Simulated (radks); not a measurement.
Ir IV, 74 electrons, occupied as [Xe] 4f14 5d6.

Calculated with a radial shooting solver on a logarithmic mesh with Libxc functionals: Dirac Kohn-Sham, PBE, spin-unpolarised, spherical densities, point nucleus; open shells fill j = l - 1/2 first.

Energy parts (hartree):
part                       energy
total                 -17855.9852
kinetic                20355.8966
electron-nucleus      -44738.2389
Hartree                 6874.3549
exchange-correlation    -347.9979

Orbitals (lengths in bohr, moments of r in powers of bohr):
orbital,occ.,eigenvalue (hartree),<r^2>,<r>
1s1/2,2,-2794.884,0.0004193,0.01743
2s1/2,2,-489.4909,0.006358,0.07295
2p1/2,2,-468.8796,0.004517,0.06017
2p3/2,4,-409.0585,0.005710,0.06848
3s1/2,2,-115.3603,0.04137,0.1899
3p1/2,2,-106.1408,0.03783,0.1801
3p3/2,4,-93.04205,0.04431,0.1954
3d3/2,4,-77.67657,0.03413,0.1705
3d5/2,6,-74.84653,0.03590,0.1752
4s1/2,2,-25.51531,0.2023,0.4232
4p1/2,2,-21.62720,0.2074,0.4267
4p3/2,4,-18.52926,0.2411,0.4604
4d3/2,4,-12.16361,0.2578,0.4719
4d5/2,6,-11.58864,0.2701,0.4831
5s1/2,2,-4.73806,1.071,0.9768
5p1/2,2,-3.51474,1.269,1.060
4f5/2,6,-3.49380,0.3454,0.5311
4f7/2,8,-3.37911,0.3556,0.5387
5p3/2,4,-3.01053,1.507,1.155
5d3/2,4,-1.37845,2.686,1.524
5d5/2,2,-1.32544,2.847,1.569

The highest occupied level is 5d5/2 at -36.067 eV. Summed over all electrons, <r^2> = 37.23 bohr^2, which gives a Langevin (diamagnetic) susceptibility term of -29.5 x 10^-6 cm^3/mol. The density falls to 0.001 e/bohr^3 at r = 3.37 bohr. For comparison, the ionisation energy in NIST's Atomic Spectra Database is 40 eV (theoretical). In exact Kohn-Sham theory the highest level is minus the ionisation energy, but local and semilocal functionals leave it too shallow, through self-interaction and a potential that decays too fast; potentials with the right tail come closer.

Beside tabulated values, note that spin-unpolarised runs miss the spin-polarisation part of the exchange energy of open shells.
